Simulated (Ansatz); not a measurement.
ClFH3NOSi, SMILES `N[Si](O)(F)Cl`. Charge 0, multiplicity 1.

```tsv
atom	x (Å)	y (Å)	z (Å)
N1	0.735	0.966	0.025
Si2	-0.500	-0.179	-0.068
O3	-0.136	-1.528	0.755
F4	-1.881	0.274	0.561
Cl5	-0.844	-0.512	-2.050
H6	0.830	1.678	-0.680
H7	1.103	1.259	0.916
H8	0.694	-1.957	0.542
```

(1) What are the harmonic wavenumbers in cm⁻¹ at PBE0-D4/def2-TZVP (Ansatz, finite differences of forces, unscaled)? (Best estimate.)

(2) Is this a minimum?

(3) Give the ideal-gas thermochemistry at 298.15 K and 1 bar (rigid rotor, harmonic oscillator; point group C1, symmetry number 1).

## Answers

(1) Computed: 175, 192, 241, 302, 318, 337, 383, 397, 546, 806, 827, 868, 978, 990, 1577, 3613, 3711, 3928.

(2) Yes, all 18 modes are real.

(3) Zero-point energy 120.8 kJ/mol; H(298) − E = 141.1 kJ/mol; entropy 338.4 J/(mol·K), of which translation 168.1, rotation 113.2, vibration 57.1; G(298) − E = 40.2 kJ/mol.
